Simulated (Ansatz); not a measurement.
Cl2Zn (SMILES [Cl][Zn][Cl]) moved off its minimum; all values from Ansatz (an electronic-structure program), cores frozen in correlated methods.
(charge 0, multiplicity 1)
```xyz
3

Zn    -0.02526    -0.03718    -0.01698
Cl    -0.07549     0.15545    -1.90901
Cl     0.06887    -0.17993     2.01987
```

Give the forces (eV/Å), the total energy and the dipole at CCSD(T)/def2-TZVPPD.


| atom | Fx | Fy | Fz |
|---|---|---|---|
| Zn1 | 0.115 | -0.359 | 3.768 |
| Cl2 | -0.142 | 0.451 | -4.701 |
| Cl3 | 0.027 | -0.091 | 0.933 |
Energy -2697.8254 hartree, dipole 0.54 D.
